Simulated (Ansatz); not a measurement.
`[Cl][Sn]([Cl])([Cl])[I]`. The species carries charge 0 and has multiplicity 1. Sn, I takes the def2 core potential. All single points use the PBE0-D4/def2-TZVP geometry.

```xyz
5

Cl    1.448   -1.706    0.569
Sn    0.003   -0.023   -0.025
Cl    0.807    0.957   -1.940
Cl   -2.028   -0.975   -0.517
I    -0.230    1.747    1.913
```

(1) What is the dipole moment at ωB97M-V/def2-TZVPP? (An estimate is asked.)

(2) And with PBE, r2SCAN, B3LYP? (Estimate.)

(3) Give the Mulliken charges with ωB97M-V, r2SCAN, PBE in def2-TZVPP. (An estimate is asked.)

## Answers

(1) The calculation gave: 1.39 D, with components (-0.12, 0.93, 1.02) D in this frame, pointing from negative to positive charge.

(2) Computed: PBE 1.38 D, r2SCAN 1.40 D, B3LYP 1.44 D.

(3) Ansatz gave: 
| atom | ωB97M-V | r2SCAN | PBE |
| --- | --- | --- | --- |
| Cl1 | -0.27 | -0.30 | -0.27 |
| Sn2 | 0.91 | 1.06 | 0.97 |
| Cl3 | -0.27 | -0.30 | -0.27 |
| Cl4 | -0.27 | -0.30 | -0.27 |
| I5 | -0.12 | -0.16 | -0.14 |

B3LYP here is the variant with VWN-RPA as its local correlation; programs differ in this.
